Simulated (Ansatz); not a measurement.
`[SiH3]O[SiH2][GaH2]` + H–F → `F[SiH2][GaH2]` + `O[SiH3]`  (ligand exchange at the Si–O bond)

Program: Ansatz. Geometries: PBE0-D4/def2-TZVP. ΔE: electronic, gas phase. CBS: MP2 limit from def2 TZ/QZ plus the TZ coupled-cluster correction, frozen cores. This one scheme is used for every species. DFT in def2-TZVPP. For Ga outer-core shells are correlated without core-valence functions, which leaves a few kJ/mol of doubt a bond. Scalar relativity is left out up to krypton. Each species was taken in one conformer, which may not be the lowest.

CCSD(T)/CBS gives -16.1 kJ/mol.

**Question.** Another level gave -25.8 kJ/mol. Which?
A. HF/def2-TZVPP
B. B97M-V/def2-TZVPP
C. r2SCANh-D4/def2-TZVPP
D. CAM-B3LYP/def2-TZVPP

**Answer.** B. B97M-V -25.8, HF/def2-TZVPP -49.5, r2SCANh-D4 -20.4, CAM-B3LYP -37.0 kJ/mol.

Largest T1 diagnostic among the species: 0.013.

From BLYP to BHLYP (50 % exact exchange), in def2-TZVPP and without D4, ΔE moves by +5.5 kJ/mol. The D4 term adds +16.4 kJ/mol with B3LYP and +8.9 kJ/mol with PBE0; it sums over pairs of atoms, weighted by their polarisabilities, and B3LYP, whose exchange is more repulsive, gets the larger term.

CCSD(T)/CBS has its own doubt, a few kJ/mol and more with outer-core shells, so smaller differences from it don't rank the levels.

B3LYP here is the variant with VWN-RPA as its local correlation; programs differ in this.
